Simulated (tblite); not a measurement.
Species: H6P4Si.
Structure used (GFN2-xTB), in Å, numbered top down from 1:
```xyz
11
H6P4Si angstrom
Si    -1.919    0.079   -0.386
P     -0.285    0.941    0.922
P      0.920   -0.845    1.461
P      1.782   -0.794   -0.556
P      1.110    1.318   -0.746
H     -1.371   -0.788   -1.440
H     -2.586    1.251   -0.947
H     -2.768   -0.701    0.521
H     -0.032   -1.825    1.170
H      3.084   -0.520   -0.124
H      2.070    1.887    0.099
```

Level: GFN2-xTB in tblite, geometry and Hessian alike; calculated harmonic values, unscaled, isolated species. The method is semi-empirical: single wavenumbers can be off by several per cent or more. Modes of hydrogen on phosphorus and silicon can be 10 to 20 % off. One conformer, not necessarily the lowest.

Harmonic wavenumbers (cm⁻¹): 56.4, 102.4, 111.2, 130.9, 215.7, 406.9, 432.9, 445.3, 464.8, 481.9, 503.9, 524.2, 620.8, 656.5, 696.6, 717.2, 722.0, 731.0, 748.5, 767.5, 824.2, 2182.0, 2210.9, 2220.8, 2232.8, 2243.6, 2276.7.

A = 2060, B = 1338, C = 1129 MHz; mass 157.919 u (most abundant isotopes); point group C1, symmetry number 1.

Q: What is the zero-point energy?

A: Half the sum of the wavenumbers: 11864 cm⁻¹ = 33.92 kcal/mol.

Q: What is S at 298.15 K and 1 bar for an ideal gas of classical rigid rotors and harmonic oscillators?

A: Translation 41.11, rotation 29.03, vibration 24.07: S = 94.2 cal/(mol K).

Q: And Cp and H(298.15 K) − H(0)?

A: Cp = 34.01 cal/(mol K), of which vibrations give 26.06 (their classical limit is 27 R = 53.7); H(298.15 K) − H(0) = 6.26 kcal/mol without the zero-point energy, 3.89 from vibrations.

Q: What must be added to the electronic energy to get the Gibbs energy at 298.15 K and 1 bar?

A: ZPE + [H(298.15 K) − H(0)] − T·S = 33.92 + 6.26 − 28.09 = 12.09 kcal/mol.

Q: How do the functions run with temperature in this model?

A: 
| T (K) | S (cal/(mol K)) | Cp (cal/(mol K)) | H − H(0) (kcal/mol) | G − H(0) (kcal/mol) | ln q(vib) |
| --- | --- | --- | --- | --- | --- |
| 50 | 58.2 | 12.3 | 0.48 | -2.43 | 0.34 |
| 100 | 68.1 | 16.4 | 1.20 | -5.61 | 1.29 |
| 373.15 | 102.3 | 38.3 | 8.99 | -29.20 | 7.19 |
| 500 | 114.3 | 43.2 | 14.18 | -42.96 | 9.87 |
| 750 | 133.0 | 49.2 | 25.80 | -73.98 | 14.65 |
| 1000 | 147.8 | 53.0 | 38.62 | -109.14 | 18.79 |

q(vib) and H(0) count from the zero-point level.

Hindered rotation and anharmonicity are outside this model. Other conformers, if any are populated, would add a mixing term that is left out. The structure is chiral; the term R ln 2 for an equal mix with its mirror image is left out.
